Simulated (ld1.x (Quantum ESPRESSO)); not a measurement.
Values are calculated unless marked as measured or tabulated.
# Potentials for Al (Z = 13) compared

Generated with ld1.x 7.5 (TM, RRKJ, ultrasoft, PAW), atompaw 4.2 or ONCVPSP 4.0.1. The cutoff is in Ry: for ld1.x and atompaw files where the sum of valence levels is converged to 10 mRy in a Bessel basis, for ONCV files where the hardest occupied wave has 1 mHa per electron of residual kinetic energy. The error is the largest all-electron minus pseudo excitation energy over each file’s own four to seven test configurations (ionisations up to +4, promotions, holes and added fractions of an electron), all of which were solved. The labels leave out finer settings (local radius, basis sizes, second energies), which also bear on the numbers. Spin-polarised tests are not counted. The rows are a selection from randomly drawn settings: files with unsolved tests, undetermined cutoffs or missed reference levels are left out.

| potential | cutoff (Ry) | largest error (meV) | bound ghosts |
| --- | --- | --- | --- |
| RRKJ, PBE, non-relativistic, rc 1.95/2.95/3.10 (spd), local p, core correction yes, reference 3s2 3p1 | 30 | +15 | none |
| ultrasoft, PBE, non-relativistic, rc 1.85/1.95 (sp), local smoothed, core correction yes, reference 3s1.5 3p1.5 | 8 | -3.2 | none |
| TM, PBE, scalar-relativistic, rc 1.95/2.45 (sp), local s, core correction yes, reference 3s2 3p1 | 10 | +22 | none |
| PAW, PBE, non-relativistic, rc 2.25/2.15 (sp), local smoothed, core correction yes, reference 3s1 3p2 | 6 | -10 | none |
| PAW, PBE, non-relativistic, rc 1.65/2.25 (sp), local smoothed, core correction yes, reference 3s1.5 3p1.5 | 10 | -12 | none |
| TM, PBE, non-relativistic, rc 2.05/2.25/1.95 (spd), local s, core correction no, reference 3s1 3p0 | 10 | +49 | none |

Question: Fill in the row for Al: RRKJ, LDA (PZ), scalar-relativistic, rc 1.85/1.90 (sp), local p, core correction yes, reference 3s2 3p1.

Answer: cutoff 12 Ry, largest error +16 meV, bound ghosts: none.

Question: Fill in the row for Al: RRKJ, BP86, scalar-relativistic, rc 1.95/2.85/2.30 (spd), local s, core correction no, reference 3s2 3p1.

Answer: cutoff 10 Ry, largest error +42 meV, bound ghosts: none.
